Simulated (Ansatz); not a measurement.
Sr2S3, relaxed as a quintet with UKS B3LYP-D4/def2-SVP in Ansatz, starting from the B3LYP-D4/def2-SVP geometry of the neutral singlet. Force threshold 0.02 eV/Å.

In the def2 sets Sr takes a core potential; there is no spin–orbit coupling. At B3LYP-D4/def2-SVP a singlet of charge 0 lies 3.34 eV below the quintet, each at its own geometry. The structure comes from a short search, and lower isomers may exist.

Start:

```xyz
5

Sr    1.010   -0.774    1.323
Sr   -0.334    0.719   -1.656
S     2.127   -0.174   -1.047
S    -1.133    1.116    1.071
S    -1.671   -0.887    0.309
```

| step | energy (eV) | largest force component (eV/Å) | SCF passes |
| --- | --- | --- | --- |
| 1 | -34170.2732 | 2.799 | 24 |
| 2 | -34170.9194 | 1.268 | 33 |
| 3 | -34171.1468 | 0.418 | 67 |
| 4 | -34171.1564 | 0.405 | 38 |
| 5 | -34171.4019 | 0.577 | 110 |
| 6 | -34171.7958 | 0.353 | 32 |
| 7 | -34172.0484 | 0.226 | 31 |
| 8 | -34172.1612 | 0.067 | 26 |
| 9 | -34172.1619 | 0.042 | 22 |
| 10 | -34172.1623 | 0.004 | 22 |

Force components are those of the run's own axes.

End:

```xyz
5

Sr    0.8362   -0.9341    1.8660
Sr   -0.8365    0.9342   -1.8659
S     1.5710   -0.1293   -0.7689
S    -0.4155    1.4424    0.9083
S    -1.1552   -1.3131   -0.1395
```

Bonds lost: S4–S5 (atoms count from 1). Metal–metal contacts that move far: Sr1–Sr2 3.59 to 4.50 Å.

No frequencies were taken in this run, so the end may be a saddle point.

Run time 31 s (4 threads of Arm Neoverse V2 on a shared host).
